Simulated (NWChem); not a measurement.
System: LiCl; SMILES [Li][Cl]

Here is an NWChem input.

```
start job
memory heap 200 mb stack 900 mb global 1100 mb
geometry units angstroms noautosym nocenter noautoz
  Li     0.000000     0.000000    -1.686673
  Cl     0.000000     0.000000     0.317050
end
basis spherical
  Li library 6-31g*
  Cl library 6-31g*
end
dft
  xc b3lyp
  iterations 150
end
property
  response 1 0.0
end
task dft property
```

Excerpt of the output:

```
             Northwest Computational Chemistry Package (NWChem) 7.3.0
             --------------------------------------------------------

                             Geometry "geometry" -> ""
                             -------------------------

 Output coordinates in angstroms (scale by  1.889725989 to convert to a.u.)

  No.       Tag          Charge          X              Y              Z
 ---- ---------------- ---------- -------------- -------------- --------------
    1 Li                   3.0000     0.00000000     0.00000000    -1.68667300
    2 Cl                  17.0000     0.00000000     0.00000000     0.31705000

 Effective nuclear repulsion energy (a.u.)      13.4689474039

                              NWChem Property Module
                              ----------------------

                                 NWChem DFT Module
                                 -----------------

 Summary of "ao basis" -> "ao basis" (spherical)
 ------------------------------------------------------------------------------
       Tag                 Description            Shells   Functions and Types
 ---------------- ------------------------------  ------  ---------------------
 Li                          6-31g*                  6       14   3s2p1d
 Cl                          6-31g*                  8       18   4s3p1d

            General Information
            -------------------
          SCF calculation type: DFT
          Wavefunction type:  closed shell.
          No. of atoms     :     2
          No. of electrons :    20
           Alpha electrons :    10
            Beta electrons :    10
          Charge           :     0
          Spin multiplicity:     1
          Use of symmetry is: off; symmetry adaption is: off
          Maximum number of iterations: 150
          AO basis - number of functions:    32
                     number of shells:    14
          Convergence on energy requested:  1.00D-06
          Convergence on density requested:  1.00D-05
          Convergence on gradient requested:  5.00D-04

              XC Information
              --------------
                         B3LYP Method XC Potential
                     Hartree-Fock (Exact) Exchange  0.200
                        Slater Exchange Functional  0.800 local
                    Becke 1988 Exchange Functional  0.720 non-local
              Lee-Yang-Parr Correlation Functional  0.810
                  VWN I RPA Correlation Functional  0.190 local

             Grid Information
             ----------------
          Grid used for XC integration:  medium
          Radial quadrature: Mura-Knowles
          Angular quadrature: Lebedev.
          Tag              B.-S. Rad. Rad. Pts. Rad. Cut. Ang. Pts.
          ---              ---------- --------- --------- ---------
          Li                  1.45       49           8.0       434
          Cl                  1.00       88           9.0       590
          Grid pruning is: on
          Number of quadrature shells:   137
          Spatial weights used:  Erf1

      Superposition of Atomic Density Guess
      -------------------------------------

 Sum of atomic energies:        -466.88181766

      Non-variational initial energy
      ------------------------------

 Total energy =    -466.814129
 1-e energy   =    -671.074902
 2-e energy   =     190.791825
 HOMO         =      -0.460257
 LUMO         =      -0.042057

   convergence    iter        energy       DeltaE   RMS-Dens  Diis-err
 ---------------- ----- ----------------- --------- --------- ---------
 d= 0,ls=0.0,diis     1   -467.7639563858 -4.81D+02  2.94D-02  1.82D-01
 d= 0,ls=0.0,diis     2   -467.7596769416  4.28D-03  1.52D-02  1.96D-01
 d= 0,ls=0.0,diis     3   -467.7920600777 -3.24D-02  1.55D-03  2.20D-03
 d= 0,ls=0.0,diis     4   -467.7924667308 -4.07D-04  1.52D-04  1.40D-05
 d= 0,ls=0.0,diis     5   -467.7924688329 -2.10D-06  3.19D-05  8.47D-07
 d= 0,ls=0.0,diis     6   -467.7924689849 -1.52D-07  4.37D-06  3.95D-09

         Total DFT energy =     -467.792468984901
      One electron energy =     -673.860500404060
           Coulomb energy =      222.829005092224
    Exchange-Corr. energy =      -30.229921076966
 Nuclear repulsion energy =       13.468947403900

 Numeric. integr. density =       20.000000343291

                       DFT Final Molecular Orbital Analysis
                       ------------------------------------

 Vector    8  Occ=2.000000D+00  E=-2.754899D-01
              MO Center= -2.9D-11,  5.5D-11,  2.8D-01, r^2= 1.4D+00
   Bfn.  Coefficient  Atom+Function         Bfn.  Coefficient  Atom+Function
  ----- ------------  ---------------      ----- ------------  ---------------
    23      0.683050  2 Cl pz                27      0.305787  2 Cl pz
    19     -0.270725  2 Cl pz                 5     -0.259223  1 Li pz
     2     -0.219648  1 Li s                 24      0.172444  2 Cl s
     9      0.129069  1 Li pz                 1      0.100944  1 Li s
    20      0.071936  2 Cl s                 16     -0.037664  2 Cl s

 Vector    9  Occ=2.000000D+00  E=-2.513388D-01
              MO Center= -2.6D-11,  2.6D-11,  2.3D-01, r^2= 1.4D+00
   Bfn.  Coefficient  Atom+Function         Bfn.  Coefficient  Atom+Function
  ----- ------------  ---------------      ----- ------------  ---------------
    21      0.486832  2 Cl px                22      0.482076  2 Cl py
    25      0.276826  2 Cl px                26      0.274121  2 Cl py
    17     -0.192888  2 Cl px                18     -0.191003  2 Cl py
     3      0.088738  1 Li px                 4      0.087871  1 Li py

 Vector   10  Occ=2.000000D+00  E=-2.513388D-01
              MO Center=  9.2D-11, -9.0D-11,  2.3D-01, r^2= 1.4D+00
   Bfn.  Coefficient  Atom+Function         Bfn.  Coefficient  Atom+Function
  ----- ------------  ---------------      ----- ------------  ---------------
    22     -0.486832  2 Cl py                21      0.482076  2 Cl px
    26     -0.276826  2 Cl py                25      0.274121  2 Cl px
    18      0.192888  2 Cl py                17     -0.191003  2 Cl px
     4     -0.088738  1 Li py                 3      0.087871  1 Li px

 Vector   11  Occ=0.000000D+00  E=-5.919023D-02
              MO Center= -3.8D-10, -6.6D-11, -2.6D+00, r^2= 4.6D+00
   Bfn.  Coefficient  Atom+Function         Bfn.  Coefficient  Atom+Function
  ----- ------------  ---------------      ----- ------------  ---------------
     6      0.774059  1 Li s                  5     -0.289544  1 Li pz
     2      0.189745  1 Li s                  1     -0.158291  1 Li s
     9     -0.134698  1 Li pz                23      0.106681  2 Cl pz
    27      0.089614  2 Cl pz                20     -0.066840  2 Cl s
    24     -0.062974  2 Cl s                 19     -0.040880  2 Cl pz

 Vector   12  Occ=0.000000D+00  E= 9.619312D-03
              MO Center=  3.3D-10,  3.0D-10, -1.8D+00, r^2= 7.6D+00
   Bfn.  Coefficient  Atom+Function         Bfn.  Coefficient  Atom+Function
  ----- ------------  ---------------      ----- ------------  ---------------
     7      0.537563  1 Li px                 8      0.456823  1 Li py
     3      0.307034  1 Li px                 4      0.260918  1 Li py
    25     -0.196551  2 Cl px                26     -0.167030  2 Cl py
    21     -0.141952  2 Cl px                22     -0.120631  2 Cl py
    17      0.056042  2 Cl px                18      0.047625  2 Cl py

 Vector   13  Occ=0.000000D+00  E= 9.619312D-03
              MO Center= -1.4D-10,  1.5D-10, -1.8D+00, r^2= 7.6D+00
   Bfn.  Coefficient  Atom+Function         Bfn.  Coefficient  Atom+Function
  ----- ------------  ---------------      ----- ------------  ---------------
     8      0.537563  1 Li py                 7     -0.456823  1 Li px
     4      0.307034  1 Li py                 3     -0.260918  1 Li px
    26     -0.196551  2 Cl py                25      0.167030  2 Cl px
    22     -0.141952  2 Cl py                21      0.120631  2 Cl px
    18      0.056042  2 Cl py                17     -0.047625  2 Cl px

     Multipole analysis of the density
     ---------------------------------

     L   x y z        total         alpha         beta         nuclear
     -   - - -        -----         -----         ----         -------
     0   0 0 0     -0.000000    -10.000000    -10.000000     20.000000

     1   1 0 0      0.000000      0.000000      0.000000      0.000000
     1   0 1 0     -0.000000     -0.000000     -0.000000      0.000000
     1   0 0 1     -2.694184     -1.658737     -1.658737      0.623290

     2   2 0 0    -12.299557     -6.149778     -6.149778      0.000000
     2   1 1 0     -0.000000     -0.000000     -0.000000      0.000000
     2   1 0 1      0.000000      0.000000      0.000000      0.000000
     2   0 2 0    -12.299557     -6.149778     -6.149778      0.000000
     2   0 1 1     -0.000000     -0.000000     -0.000000      0.000000
     2   0 0 2     -2.497687    -19.538852    -19.538852     36.580016

 *** CALLING NEW AORESP DRIVER FOR CLOSED AND OPEN SHELLS ***
 Entering AOResponse driver routine

--------------------------------------------------------------------------------

          -----------------------------------------------
          Solving response equations for perturbing field
          -----------------------------------------------

 number of frequencies:     1
 frequency in a.u.:  0.0000000E+00
 Perturbing field: electric
 Using El. Dipole Length Gauge

 Setting up CPKS with frequency omega =      0.00000000 a.u.

 STATIC response

                                NWChem CPHF Module
                                ------------------

  scftype          =     RHF
  nclosed          =       10
  nopen            =        0
  variables        =      220
  # of vectors     =        3
  tolerance        = 0.10D-03
  level shift      = 0.00D+00
  max iterations   =       50
  max subspace     =       30

 SCF residual:    1.7282819416890116E-005

Iterative solution of linear equations
  No. of variables      220
  No. of equations        3
  Maximum subspace       30
        Iterations       50
       Convergence  1.0D-04

   iter   nsub   residual    time
   ----  ------  --------  ---------
     1      3    2.40D+00       1.5
     2      6    9.80D-01       1.8
     3      9    2.21D-01       2.2
     4     12    2.91D-02       2.6
     5     15    4.44D-04       2.9
     6     18    3.25D-05       3.3

 Electric Dipole Response Matrix (nonzero elements):

              1        2        3
    1   17.3981   0.0000   0.0000
    2    0.0000  17.3981   0.0000
    3    0.0000   0.0000  25.4876

 ------------------------------------------
 average:        20.09456 + I       0.00000

 DFT Linear Response polarizability / au
 Frequency  =       0.0000000 / au
              X              Y              Z
 -----------------------------------------------
 X      17.3980617      0.0000000      0.0000000
 Y       0.0000000     17.3980617      0.0000000
 Z       0.0000000      0.0000000     25.4875680
 -----------------------------------------------
 Eigenvalues =      17.3980617     17.3980617     25.4875680
 Isotropic   =      20.0945638
 Anisotropic =       8.0895064
 -----------------------------------------------

 Magnetic Dipole Response Matrix (nonzero elements):

 Exiting AOResponse driver routine
```

Level: B3LYP/6-31G* (spherical d). The geometry was optimised at PBE0/def2-SVP. B3LYP is NWChem's, with the RPA form of VWN correlation.
